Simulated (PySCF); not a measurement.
## Stretching KS⁺

Set-up: K aug-pcseg-1, S aug-pcseg-1; no relativity (PySCF 2.14). Energies in eV from K⁺ + S in their ground configurations at the same level. State: ³Σ⁻ (triplet), unpaired electrons π ↑↑.

```json
{"R (Å)": "2.875", "PBE0": "-0.1860", "UHF-SCS-MP2": "-0.1142"}
{"R (Å)": "3.009", "PBE0": "-0.2823", "UHF-SCS-MP2": "-0.2384"}
{"R (Å)": "3.142", "PBE0": "-0.3302", "UHF-SCS-MP2": "-0.3074"}
{"R (Å)": "3.243", "PBE0": "-0.3453", "UHF-SCS-MP2": "-0.3347"}
{"R (Å)": "3.343", "PBE0": "-0.3485", "UHF-SCS-MP2": "-0.3475"}
{"R (Å)": "3.443", "PBE0": "-0.3434", "UHF-SCS-MP2": "-0.3501"}
{"R (Å)": "3.577", "PBE0": "-0.3286", "UHF-SCS-MP2": "-0.3428"}
{"R (Å)": "3.744", "PBE0": "-0.3029", "UHF-SCS-MP2": "-0.3230"}
{"R (Å)": "3.945", "PBE0": "-0.2684", "UHF-SCS-MP2": "-0.2918"}
{"R (Å)": "4.212", "PBE0": "-0.2234", "UHF-SCS-MP2": "-0.2474"}
```

**Question.** Put a parabola through the three lowest points of the PBE0 curve and estimate Re, k and ωe (reduced mass 17.56 u; 1 eV/Å² = 0.16022 mdyn/Å; ωe = 1302.8·√(k/μ) cm⁻¹).

**Answer.** Through R = 3.243, 3.343, 3.443 Å the second-order coefficient is 0.415 eV/Å², so Re ≈ 3.332 Å, k ≈ 0.133 mdyn/Å and ωe ≈ 113 cm⁻¹. A polynomial fit of higher order to the unrounded PBE0 energies gives Re = 3.325 Å, k = 0.138 mdyn/Å, ωe = 116 cm⁻¹; anharmonicity and rounding make the difference.

The higher-order fit for each curve: PBE0: Re = 3.325 Å, ωe = 116 cm⁻¹, De = 0.349 eV; UHF-SCS-MP2: Re = 3.424 Å, ωe = 109 cm⁻¹, De = 0.350 eV.

Correlated steps freeze 10 core orbitals. The bond is weak. Basis-set superposition, not corrected here, can be much of De in a small basis, most of all at correlated wavefunction levels. For an ion De counts to the pair picked by the measured ionisation energies or electron affinities, which need not be the lowest pair at this level. The state is the lowest determinant that a PBE0 search found; another state may lie lower at other levels.
